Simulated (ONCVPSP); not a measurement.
## What one change does to a pseudopotential (caesium (Cs), ONCV)

| Item | Value |
| --- | --- |
| Element | caesium (Cs) |
| Generator | ONCVPSP 4.0.1 |
| Type | optimised norm-conserving Vanderbilt (ONCV) |
| Functional | LDA (Perdew-Wang 92) |
| Relativity | fully relativistic |
| Frozen core | [Kr] 4d10 |
| Valence charge | 9 |
| Reference configuration | 5s2 5p6 5d1 |
| Partial waves | 5s: rc 1.90 bohr, ncon 3, nbas 6, qcut 3.7 1/bohr, 2 projectors, debl 2 Ha; 5p: rc 2.10 bohr, ncon 4, nbas 8, qcut 3.3 1/bohr, 3 projectors, debl 1.1 Ha; 5d: rc 4.00 bohr, ncon 4, nbas 8, qcut 2.7 1/bohr, 3 projectors, debl 0.5 Ha |
| Local potential | polynomial inside 1.60 bohr (lpopt 5, dvloc0 2 Ha) |
| Core correction | polynomial model core, fcfact 0.55 |

Open shells are filled in proportion to 2j + 1.

Change: d: qcut 4.

Cutoffs: the cutoffs (Ha) at which the residual kinetic energy of the hardest occupied pseudo-wave falls to 1 and 0.1 mHa per electron; they do not see the model core or the augmentation charge, which bear on the density cutoff. Errors are all-electron minus pseudo energies relative to the spin-unpolarised reference configuration.

Task: How do hardness, ghosts and transferability respond?

Result: The potential gets neither clearly harder nor softer (22 Ha and 44 Ha → 22 Ha and 44 Ha); the p channel sets the loose cutoff, while the largest relative change is in d, which becomes harder; of the 3 tests that both files solve, the error grows in 0 and shrinks in 2 by more than 15 % and 0.3 meV (median size 0.9 → 0.2 meV); the range in which the d5/2 phases agree widens (upper end 2.2 → 4.7); the range in which the d3/2 phases agree widens (upper end 2.2 → 4.6); neither file shows a bound ghost.

| quantity | base | changed |
| --- | --- | --- |
| cutoff, loose | 22 Ha | 22 Ha |
| cutoff, tight | 44 Ha | 44 Ha |
| loose cutoff by channel | s 20 Ha, p 22 Ha, d 2.7 Ha | s 20 Ha, p 22 Ha, d 3.5 Ha |
| bound ghosts | none | none |
| GHOST(+) flags under 300 eV | s at 87.0 eV | s at 87.0 eV |
| tests counted (converged, no solver errors) | 3 of 4 | 3 of 4 |
| error for 5s2 5p6 5d0 6s1, meV [ΔE -1.72 eV] | +0.6 | -0.3 |
| error for 5s2 5p6 5d0, meV [ΔE 2.28 eV] | +1.4 | -0.2 |
| error for 5s2 5p6 5d0 6s0.5, meV [ΔE -0.17 eV] | +0.9 | -0.2 |
| s: phases at 1.93 bohr within 0.05 rad from the reference energy up to (Ha; the scan ends near 5) | 2.7 | 2.7 |
| p3/2: phases at 2.13 bohr within 0.05 rad from the reference energy up to (Ha; the scan ends near 5) | to the end of the scan | to the end of the scan |
| p1/2: phases at 2.13 bohr within 0.05 rad from the reference energy up to (Ha; the scan ends near 5) | to the end of the scan | to the end of the scan |
| d5/2: phases at 4.07 bohr within 0.05 rad from the reference energy up to (Ha; the scan ends near 5) | 2.2 | 4.7 |
| d3/2: phases at 4.07 bohr within 0.05 rad from the reference energy up to (Ha; the scan ends near 5) | 2.2 | 4.6 |
| rms error of d²Exc/dni dnj with the model core, mHa | 2.58 | 2.58 |

Base: Tests not counted: 5s1 5p6 5d0 6s1 (no result). These tests converged, but a pseudo level misses the all-electron one widely, so the file describes the atom poorly there or has found another state: 5s2 5p6 5d0 6s1: empty 5d by 4.0 eV; 5s2 5p6 5d0 6s0.5: empty 5d by 2.1 eV. Changed file: Tests not counted: 5s1 5p6 5d0 6s1 (no result). These tests converged, but a pseudo level misses the all-electron one widely, so the file describes the atom poorly there or has found another state: 5s2 5p6 5d0 6s1: empty 5d by 4.0 eV; 5s2 5p6 5d0 6s0.5: empty 5d by 2.1 eV.
